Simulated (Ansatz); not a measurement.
`[SiH3]B1CN1` + `Cl[B](Cl)[GeH3]` → `ClB(Cl)B1CN1` + `[SiH3][GeH3]`  (redistribution)

Calculated with Ansatz (gas phase, PBE0-D4/def2-TZVP geometries, no zero-point term in ΔE). CCSD(T)/CBS is the MP2 limit (def2-TZVPP, def2-QZVPP) plus CCSD(T) − MP2 in def2-TZVPP, frozen cores. Functionals use def2-TZVPP. HSE06 is defined as in plane-wave codes. For Ge outer-core shells are correlated without core-valence functions, which leaves a few kJ/mol of doubt a bond. Scalar relativity is left out up to krypton. Each species was taken in one conformer, which may not be the lowest.

Task: Is it downhill or uphill in electronic energy at CCSD(T)/CBS, and by how much? (Best estimate.)

Result: Ansatz gave: Downhill: ΔE = -24.6 kJ/mol.

Task: What do these levels give: r2SCANh-D4, HSE06-D4, ωB97M-V, B2PLYP, PBE-QIDH, r2SCAN, MP2/def2-TZVPP, CCSD(T)/def2-TZVPP, HF/def2-QZVPP, MP2/def2-QZVPP, MP2/CBS(def2), CCSD/CBS(def2)? (An estimate is asked.)

Result: Computed: r2SCANh-D4 -31.5, HSE06-D4 -31.4, ωB97M-V -27.8, B2PLYP -29.6, PBE-QIDH -28.9, r2SCAN -31.3, MP2/def2-TZVPP -26.0, CCSD(T)/def2-TZVPP -26.3, HF/def2-QZVPP -32.0, MP2/def2-QZVPP -25.2, MP2/CBS(def2) -24.3, CCSD/CBS(def2) -25.4 kJ/mol.

Largest T1 diagnostic among the species: 0.014.

In def2-TZVPP, CCSD(T) changes the Hartree–Fock value by +5.1 kJ/mol (the triples alone add +0.9 kJ/mol) and MP2 by +5.4 kJ/mol. At CCSD(T), def2-SVP lies −3.4 kJ/mol from the extrapolated value and def2-TZVPP −1.8 kJ/mol. Leaving LDA and LC-ωPBE aside and taking each functional with its dispersion term where it has one, the values, not all of them listed here, spread over 5.4 kJ/mol, from B97M-V to ωB97X-V.
